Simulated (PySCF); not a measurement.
# One molecule, several mistakes: B2GeH6N

Calculated results; nothing here was measured. They come from PySCF 2.14.0, an open-source quantum chemistry program, on an isolated molecule that a program drew, which may never have been made. The molecule is B2GeH6N (charge 0, doublet), drawn as the SMILES string `BB[NH][GeH2]`.

Each row is a Hartree-Fock (HF) and frozen-core CCSD(T) single point in the cc-pVDZ basis, meant for a local HF minimum. Run 1 is clean. Each other run has one planted mistake out of seven kinds, and not every kind appears here: one electron removed, one electron added, multiplicity raised by two, geometry at a saddle point, minimal basis STO-3G, one bond length entered in bohr, all coordinates scaled. The reference is restricted for singlets and unrestricted otherwise, and also for a bond in bohr. Adding or removing an electron swaps singlet and doublet. Electrons count all cores. HOMO and LUMO are orbital energies over both spins, the gradient is its largest component, and the lowest frequency (negative if imaginary) is given only where the gradient is small. Bond lengths are over the 9 bonds as drawn. T1 is the CCSD diagnostic: over 0.02 (restricted) or 0.045 (unrestricted) a single reference is doubtful. Germanium has the cc-pVDZ-PP basis, with a core potential (ECP10MDF) in place of its 10 inner electrons, and its 3s, 3p and 3d shells are frozen in CCSD(T).

Geometry of the clean run:
```xyz
10
B2GeH6N, angstrom
B    -0.3255   -1.9837    1.4521
B     0.4822   -2.1274   -0.0442
N     1.0192   -1.0721   -0.8105
Ge    0.9165    0.7404   -0.4445
H     0.2598   -2.0865    2.5002
H    -1.5214   -1.8546    1.5268
H     0.6143   -3.2500   -0.4863
H     1.4578   -1.3180   -1.6784
H     0.4715    0.8558    1.0221
H     2.2927    1.3903   -0.6752
```

```
run  electrons  basis functions  <S^2>  HOMO (eV)  LUMO (eV)  gradient (hartree/bohr)  lowest frequency (cm^-1)  mean bond (Å)  longest bond (Å)      T1  HF (hartree)  CCSD(T) (hartree)                     mistake
  1         55               95  0.754      -8.78       1.01                  2.8e-05                       111         1.4080             1.852  0.0154    -400.66604         -401.14858                    no fault
  2         54               95  0.000     -15.42      -7.00                  6.7e-02                         -         1.4080             1.852  0.0219    -400.37511         -400.85657        one electron removed
  3         55               95  0.767      -6.90       1.25                  4.6e-05                     -1051         1.4019             1.845  0.0204    -400.63757         -401.12552  geometry at a saddle point
  4         55               95  1.066      -9.02       0.48                  2.6e-02                         -         1.5599             2.904  0.0365    -400.58554         -401.05979                           ?
  5         56               95  0.000      -0.72       6.24                  5.9e-02                         -         1.4080             1.852  0.0185    -400.65858         -401.17414                           ?
```

**Which mistake was planted in run 4, and what did it cost?**

The mean bond changes by a factor of 1.108 and the longest by 1.568, so the molecule wasn't scaled as a whole. A length L in bohr read as angstrom grows by (1/0.5292 - 1) L = 0.890 L. The 9 bonds together grew by 9 x 0.1519 = 1.367 Å, which gives L = 1.537 Å. That is the length of one of the Ge-H bonds, 1.537 Å in the clean geometry. So the mistake is: one bond length entered in bohr. Subtracting run 1 and multiplying by 627.51 kcal/mol a hartree, the energy moved by 50.5 kcal/mol in HF and 55.7 kcal/mol in CCSD(T).

**Which mistake was planted in run 5, and what did it cost?**

It counts 56 electrons, one more than the clean run, at the same geometry and basis. So the mistake is: one electron added. Subtracting run 1 and multiplying by 627.51 kcal/mol a hartree, the energy moved by 4.7 kcal/mol in HF and -16.0 kcal/mol in CCSD(T).

Cautions from the logs. Run 2: T1 is over the limit, so its CCSD(T) energy is less reliable.
